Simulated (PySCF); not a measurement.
## From a computed spectrum to the compound

A species of 7 atoms with charge 3 has these harmonic modes (PBE, small Gaussian bases with core potentials, PySCF 2.14.0):

```csv
cm⁻¹,km/mol,symmetry
19,1.9,
64,3.2,
119,1.6,
424,3.7,
427,23.9,
621,60.6,
641,64.3,
676,117.0,
687,694.1,
1611,191.1,
1615,79.1,
3349,1247.8,
3367,44.3,
3383,204.5,
3389,826.9,
```

(1) Which species is it, and in which structure?

Results:

(1) [Eu(H2O)2]3+ (singlet in the valence; each metal's 4f electrons, 6 of them, lie in its core potential, out of spins and levels):
```xyz
7

Eu    0.2499    0.0256   -0.0010
O    -1.0210   -0.0520    1.8619
H    -0.7643    0.2246    2.7941
H    -1.9618   -0.3822    1.9839
O    -1.0246   -0.1574   -1.8535
H    -0.7563   -0.5199   -2.7522
H    -1.9768    0.1226   -2.0081
```
Ideal gas at 298.15 K and 1 bar: S = 370.3 J/(mol K), Cp = 85.5 J/(mol K), H − H(0 K) = 19.1 kJ/mol (rigid rotor, harmonic modes, spin degeneracy alone, that of the 4f electrons in the core included; the modes under 60 cm⁻¹ make these uncertain). An lcecp potential fixes the number of 4f electrons, so in runs with it no electron can move into or out of that shell.
 Other answers can fit too; this one was computed.
